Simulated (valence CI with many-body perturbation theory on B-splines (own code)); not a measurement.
## Basis-set convergence for I47+

Computed by relativistic CI+MBPT: four valence electrons over a frozen Dirac-Fock core [He], radial functions for each j: 9 s, 9 p, 8 d, 6 f, 3 g, 1 h, with the one-electron correlation potential Σ1, the two-electron term Σ2, the three-electron term Σ3, Breit, model QED; selected CI, second order for the rest, scaled by the run's own slope (own B-spline code, finite nucleus).

No measured spectrum was set against this ion. As an estimate, large intervals hold to a few tenths of a per cent, small ones and those within an open d or f shell to about a per cent.

The reference run has the lowest level (2s^2 2p1/2^2) J=0 and an ionisation energy of 8602.11 eV. Its largest variational space holds 20000 state functions.

Levels are named by their leading jj configuration (3d3/2^4 stands for four electrons in 3d with j = 3/2), which in mixed levels can hold well under half, so a name can repeat and another be missing. Letters in brackets count levels of one name in rising energy.

Changed runs:
A. basis 6 s, 6 p, 5 d, 3 f, 1 g
B. basis 5 s, 5 p, 4 d, 2 f

Excitation energies of the reference run in cm⁻¹, and shifts in cm⁻¹:

```
                     Level  Reference       A      B
    (2s^2 2p1/2 2p3/2) J=1    2462100     -29   -201
    (2s^2 2p1/2 2p3/2) J=2    2586630     +95   +138
    (2s 2p1/2^2 2p3/2) J=2    3919520     -69   -287
    (2s 2p1/2^2 2p3/2) J=1    4400950     +73   +251
        (2s^2 2p3/2^2) J=2    5146680     +47    -40
        (2s^2 2p3/2^2) J=0    5465320     +75   +228
(2s 2p1/2 2p3/2^2) J=2 [a]    6259930    -121   -512
    (2s 2p1/2 2p3/2^2) J=3    6535790     +85    +32
    (2s 2p1/2 2p3/2^2) J=0    6827240    +1.3    +65
(2s 2p1/2 2p3/2^2) J=1 [a]    6943340     +57   +104
(2s 2p1/2 2p3/2^2) J=2 [b]    7025730    +177   +431
(2s 2p1/2 2p3/2^2) J=1 [b]    7054410    +106   +320
    Ionisation energy (eV)    8602.11  -0.012  -0.09
```
